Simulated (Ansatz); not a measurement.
CH$_{7}$FOSi$_{2}$, SMILES `OC(F)[SiH2][SiH3]` from Hartree–Fock to CCSD(T)

```csv
atom,x (Å),y (Å),z (Å)
O1,-1.3931,-1.3182,-1.7200
C2,-0.2646,-0.7764,-1.1490
F3,0.2355,0.2482,-1.9606
Si4,-0.7072,-0.0406,0.5660
Si5,1.1123,1.2001,1.3553
H6,-1.1475,-1.8250,-2.5018
H7,0.5519,-1.5093,-1.0852
H8,-1.9203,0.8027,0.4120
H9,-1.0030,-1.1758,1.4818
H10,2.3420,0.3617,1.3293
H11,0.8627,1.6278,2.7584
H12,1.3312,2.4048,0.5140
```

Charge 0, multiplicity 1. Geometry: relaxed with PBE0-D4/def2-TZVP. It is one conformer, not always the lowest. Frozen core, restricted reference, Ansatz 0.2.0. CBS rows extrapolate triple and quadruple zeta; past MP2 they add the triple-zeta difference.

```
     basis     HF (Eh)  MP2 corr.
def2-TZVPP  -794.20574   -0.90890
def2-QZVPP  -794.23327   -0.98275
```

Question: Estimate the CCSD correlation energy and the (T) correction in each basis where they were run (hartree).

Answer: 
```
     basis  CCSD corr.       (T)
def2-TZVPP    -0.96216  -0.03340
 CBS(def2)    -1.09070     as TZ
```
